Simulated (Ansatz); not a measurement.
Geometry optimisation, Ansatz, RKS B3LYP-D4/STO-3G.

The input (input.yaml):

```yaml
crystal:
  periodic: [false, false, false]
  atoms:
    - { symbol: F, position_ang: [-0.4179, -1.9248, -1.498] }
    - { symbol: Si, position_ang: [0.5023, -1.6891, -0.2622] }
    - { symbol: C, position_ang: [-0.2273, -0.6373, 1.0815] }
    - { symbol: "N", position_ang: [0.6339, -0.0098, 0.0267] }
    - { symbol: C, position_ang: [-0.1714, 0.9572, -0.7684] }
    - { symbol: S, position_ang: [-0.0109, 2.6268, -0.009] }
    - { symbol: H, position_ang: [1.9497, -2.0784, -0.4223] }
    - { symbol: H, position_ang: [-1.2349, -0.5643, 1.0959] }
    - { symbol: H, position_ang: [0.3, -0.7156, 2.095] }
    - { symbol: H, position_ang: [0.2404, 1.0297, -1.7409] }
    - { symbol: H, position_ang: [-1.2529, 0.7383, -0.8258] }
    - { symbol: H, position_ang: [-0.234, 2.2121, 1.2613] }
basis:
  gaussian: { orbitals: STO-3G }
hamiltonian:
  xc: b3lyp
  dispersion: d4
relax:
  f_tol: 0.02
  max_steps: 40
scf:
  lower_state_search: "off"
```

Run as:

```bash
$ ansatz run input.yaml --threads 1 --pin off --max-ram 2048MiB --backend cpu --events-out ev --progress --plain --runs-dir out
```

**Question.** Where does it end, and by what steps?

**Answer.** The forces met the threshold. Limits of this set-up: minimal basis. After 10 steps the energy has fallen by 1.126 eV; H12 moved furthest, 0.57 Å.

| step | energy less start (eV) | largest force component (eV/Å) | accepted |
| --- | --- | --- | --- |
| 0 | 0.0000 | 5.950 | yes |
| 1 | -0.9173 | 1.133 | yes |
| 2 | -1.0609 | 0.475 | yes |
| 3 | -1.0918 | 0.510 | yes |
| 4 | -1.0944 | 0.420 | yes |
| 5 | -1.1154 | 0.159 | yes |
| 6 | -1.1193 | 0.063 | yes |
| 7 | -1.1237 | 0.084 | yes |
| 8 | -1.1249 | 0.076 | yes |
| 9 | -1.1254 | 0.024 | yes |
| 10 | -1.1255 | 0.015 | yes |

```xyz
12
Properties=species:S:1:pos:R:3
F -0.616 -2.117 -1.434
Si 0.530 -1.655 -0.358
C -0.011 -0.682 1.086
N 0.805 0.088 -0.016
C -0.076 1.087 -0.755
S -0.168 2.699 0.116
H 1.692 -2.516 -0.372
H -1.071 -0.407 1.192
H 0.501 -0.709 2.059
H 0.395 1.282 -1.737
H -1.103 0.701 -0.947
H -0.801 2.173 1.201
```

Whether the end is a true minimum wasn't checked by a vibrational analysis.

The run took 57 s on 1 thread of Intel(R) Xeon(R) Processor @ 2.70GHz (shared host), peak memory 0.18 GiB.
